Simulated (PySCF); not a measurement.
C5H4O2, SMILES C=C=C1OC=CO1.

Coordinates come from a TPSSh-D3(BJ)/def2-SVP optimisation. The structure was generated by enumeration, and PubChem lists no compound with its InChIKey, so it may never have been made.

Two levels are set side by side: TDA-PBE/def2-SVPD (PySCF) and TDA-PBE0/def2-SVPD (PySCF). Vertical, same geometry. The lowest singlet is HOMO→LUMO 100 % with PBE and HOMO→LUMO 98 % with the other functional; states are paired by order. Differences are taken from unrounded values.

| quantity | TDA-PBE |
|---|---|
| lowest singlet excitation (eV) | 3.11 |
| lowest triplet excitation (TDA) (eV) | 2.78 |
| first bright state (f over 0.05) (eV) | 6.02 |
| its oscillator strength | 0.39 |

**Question.** These are the TDA-PBE values. What does TDA-PBE0 give? (An estimate is asked for; the answer gives what the named calculation found.)

**Answer.** 
```tsv
quantity	TDA-PBE0	TDA-PBE minus TDA-PBE0
lowest singlet excitation (eV)	3.52	-0.41
lowest triplet excitation (TDA) (eV)	3.12	-0.34
first bright state (f over 0.05) (eV)	6.50	-0.48
its oscillator strength	0.42	-0.03
```

Functionals without exact exchange tend to place singlet excitations lower, as here. Differences between two approximate levels are no errors against the true value.

Rough cost on one machine, each run with all the roots and properties that it gave: TDA-PBE0 against TDA-PBE within a factor of 2.
